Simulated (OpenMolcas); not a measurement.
**d3 ions of charge +5 down a group on the Ge site of Cs2GeF6**

* Program: OpenMolcas 26.06
* Method: CASSCF
* Spin-orbit coupling: state interaction with AMFI integrals over the reference wave functions

The d shell is active. Each dopant is a cluster with its nearest anions in model potentials and point charges, with no relaxation and no local charge compensation. Distances were set from a Shannon-type radius of the metal (high-spin where two are listed) plus a fixed donor radius (F 1.31 Å), in hosts weighted 0.65 to 0.35 with the host's distance in the model lattice. Ligand basis ANO-RCC-VDZP, DKH2 Hamiltonian. States (labels of O, the rotations of Oh). Energies in cm-1 above the lowest state or level, χT in cm3 K/mol. Spin-only χT is S(S+1) / 2 for the spin of the ground state.

```csv
Ion,Shell,R (Å),Metal basis,Ground state,First state of that spin,First gap with spin-orbit (degeneracies),χT at 300 K,First state of another spin,Spin-only χT
Ru5+,4d3,1.85,ANO-RCC-VTZP,4A2,4T2 37301,"14060 (4, 4)",1.792,2E 14108,1.875
Os5+,5d3,1.857,ANO-RCC-VTZP,4A2,4T2 44203,"12801 (4, 4)",1.500,2E 13432,1.875
```

χT departs most from the spin-only value for Os5+, by -0.375 cm3 K/mol.

Without dynamic correlation the repulsion within the d shell is too large (B by tens of per cent), so at a given field states of lower spin stand too high. With metal d orbitals alone the field can be off either way by tens of per cent. Ligand-to-metal charge-transfer states are missing. With no ligand orbital active B as a rule stays too high, so bands that hang on it stand too high and its fall with covalency is understated. The least metal-like active orbital is 68 % on the metal (Löwdin) and no ligand orbital is active, so the numbers are rough (holds for Ru5+). The least metal-like active orbital is 69 % on the metal (Löwdin) and no ligand orbital is active, so the numbers are rough (holds for Os5+). No measured value stands beside these numbers; the geometry was set by hand and not optimised.
